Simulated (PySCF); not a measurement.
Where the electron goes

C3H10ClGaO.
Structure used (PBE0-D3(BJ)/def2-SVP), in Å, numbered top down from 1:
```xyz
16
C3H10ClGaO angstrom
C     -0.954    1.356    0.132
O     -0.807   -0.042    0.048
C     -2.015   -0.766    0.096
Ga     1.062   -1.127   -0.129
C      2.350    0.401   -0.137
Cl     3.953   -0.425   -0.293
H     -1.432    1.641    1.084
H     -1.562    1.735   -0.708
H      0.046    1.802    0.082
H     -2.543   -0.580    1.047
H     -2.669   -0.487   -0.748
H     -1.766   -1.832    0.023
H      0.934   -1.945    1.211
H      0.754   -1.806   -1.517
H      2.392    0.992    0.789
H      2.265    1.085   -0.993
```

Computed, not measured: TDDFT B3LYP/def2-SVPD, vertical, gas phase, core orbitals frozen in the response in PySCF 2.14.0, density-fitted response routines. The B3LYP/def2-SVPD calculation is non-relativistic and has no spin–orbit coupling, an omission that weighs most on gallium.

Frontier orbitals with the atoms that hold most of them (Löwdin shares over 4%, at most four atoms; ? is withheld):

```json
{"orbital": "HOMO-3", "ε (eV)": "-8.84", "atoms": "Cl6 39%, Ga4 20%, C5 12%, H14 10%"}
{"orbital": "HOMO-2", "ε (eV)": "-7.82", "atoms": "Cl6 79%, C5 13%"}
{"orbital": "HOMO-1", "ε (eV)": "-7.46", "atoms": "Ga4 36%, H14 25%, H13 25%, O2 7%"}
{"orbital": "HOMO", "ε (eV)": "?", "atoms": "?"}
{"orbital": "LUMO", "ε (eV)": "-0.36", "atoms": "?"}
{"orbital": "LUMO+1", "ε (eV)": "0.03", "atoms": "Ga4 27%, Cl6 10%, O2 8%, C1 7%"}
{"orbital": "LUMO+2", "ε (eV)": "0.32", "atoms": "Cl6 15%, Ga4 11%, C3 11%, C5 10%"}
```

Q: Give the leading atoms of the HOMO.

A: Cl6 (bonded to C) 41%; C5 (bonded to Cl, Ga and 2 H) 30%; Ga4 (bonded to C, O and 2 H) 14%.

Q: Give the leading atoms of the LUMO.

A: Ga4 (bonded to C, O and 2 H) 18%; C1 (bonded to O and 3 H) 14%; Cl6 (bonded to C) 12%; C3 (bonded to O and 3 H) 10%. By element: carbon 24% or more, gallium 18%, chlorine 12%.

Q: What is the HOMO energy, and the HOMO–LUMO gap?

A: ε(HOMO) = -6.86 eV; the gap is 6.50 eV (0.2390 hartree).

Q: How does S1 compare with the orbital gap of 6.50 eV?

A: S1 is at 5.60 eV (f = 0.015), 0.90 eV below the gap, made of HOMO→LUMO (88%). Without the coupling terms of the response equations the lowest excitation would equal the gap.

Q: One configuration dominates each of S1, S2, S3, S5 and S6. Which, and how do the shares of the two leading atoms of either orbital change from the occupied to the empty one?

A: 
- S1 (5.60 eV, f 0.015), HOMO→LUMO (88%): Cl6 41% → 12%, C5 30% → at most 10%, Ga4 14% → 18%, C1 at most 4% → 14%
- S2 (6.12 eV, f 0.0043), HOMO→LUMO+1 (74%): Cl6 41% → 10%, C5 30% → at most 8%, Ga4 14% → 27%
- S3 (6.19 eV, f 0.0075), HOMO-1→LUMO (91%): Ga4 36% → 18%, H14 25% → at most 10%, C1 at most 8% → 14%
- S5 (6.55 eV, f 0.0078), HOMO-2→LUMO (81%): Cl6 79% → 12%, C5 13% → at most 10%, Ga4 at most 4% → 18%, C1 at most 4% → 14%
- S6 (6.70 eV, f 0.051), HOMO-1→LUMO+1 (90%): Ga4 36% → 27%, H14 25% → at most 8%, Cl6 at most 8% → 10%

Löwdin shares depend on the basis, the more so with diffuse functions.

One conformer stands for the species.
